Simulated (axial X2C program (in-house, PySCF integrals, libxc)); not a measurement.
**Which molecule has these constants?**

Calculated with an in-house all-electron X2C program for linear molecules (integrals from PySCF), spin-free (one-electron X2C) or two-component (2c: spin–orbit coupling with atomic mean-field Coulomb and Gaunt terms, which also bring small scalar terms), in Dyall basis sets with cores contracted in-house; open shells are unrestricted.

A two-component PBE0 calculation in a Dyall 3-zeta basis gave Re = 1.877 Å, ωe = 1527.2 cm⁻¹, De = 2.28 eV, Ω = 0.

Question: Which molecule is it?
A. NaCa⁺
B. LiCa⁺
C. CaH⁺

Answer: C. The others have LiCa⁺ 3.245 Å and 250.7 cm⁻¹ (Ω = 0); NaCa⁺ 3.523 Å and 139.8 cm⁻¹ (Ω = 0).

Each entry is the lowest single determinant of a limited PBE0 search at one distance. De goes to single-determinant-based atoms at the same level (for ions the charge split of lowest energy) and is withheld (n/a) where an atom does not fit its ground term or J level. Main or longest-lived isotopes.
